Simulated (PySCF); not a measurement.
NICS in isomers of C7H11NS.

NICS is the negative of the GIAO shielding at a point without a nucleus: at the ring centre (0) and 1 Å above and below it (1); zz is the component along the ring normal. Level: GIAO PBE0/pcSseg-1 (PySCF, non-relativistic, gas phase) on the GFN2-xTB geometries, one conformer each. Atom numbers follow the mapped SMILES.

Problem. Order these rings by mean NICS(1)zz, lowest (most negative) first (ppm).
A. ring C5–C6–C7–S8–N9 in `[CH3:1][C:2]([CH3:3])([CH3:4])[c:5]1[cH:6][cH:7][s:8][n:9]1`
B. ring C5–C6–C7–C8–S9 in `[CH3:1][CH2:2][NH:3][CH2:4][c:5]1[cH:6][cH:7][cH:8][s:9]1`
C. ring C4–C5–C6–C7–C8–C9 in `[S:1]=[C:2]=[N:3][CH:4]1[CH2:5][CH2:6][CH2:7][CH2:8][CH2:9]1`
D. ring C3–S4–C5–C6–C7 in `[CH3:1][CH2:2][c:3]1[s:4][cH:5][cH:6][c:7]1[NH:8][CH3:9]`

Solution. A (-28.7), B (-25.7), D (-23.3), C (1.1).

| SMILES | ring | NICS(0) | NICS(1) | NICS(1)zz | HOMA | rms pucker (Å) | ring atoms with four or more neighbours |
| --- | --- | --- | --- | --- | --- | --- | --- |
| CC(C)(C)c1ccsn1 | 5-membered ring with N and S; formal bonds all aromatic | -12.6 | -12.0 | -28.7 | – | 0.00 | 0 |
| CCNCc1cccs1 | 5-membered ring with S; formal bonds all aromatic | -11.9 | -10.8 | -25.7 | 0.77 | 0.00 | 0 |
| CCc1sccc1NC | 5-membered ring with S; formal bonds all aromatic | -12.7 | -10.5 | -23.3 | 0.77 | 0.01 | 0 |
| S=C=NC1CCCCC1 | 6-membered carbocycle; formal bonds all single | -2.0 | -2.4 | 1.1 | – | 0.24 | 6 |

NICS(0) gives another order. The isotropic NICS(1) gives the same order. HOMA uses Krygowski's 1993 parameters; it is left out where a ring has a four-coordinate atom, a triple bond, no multiple bond or a kind of bond without parameters. NICS(1) and NICS(1)zz are means over the two faces.
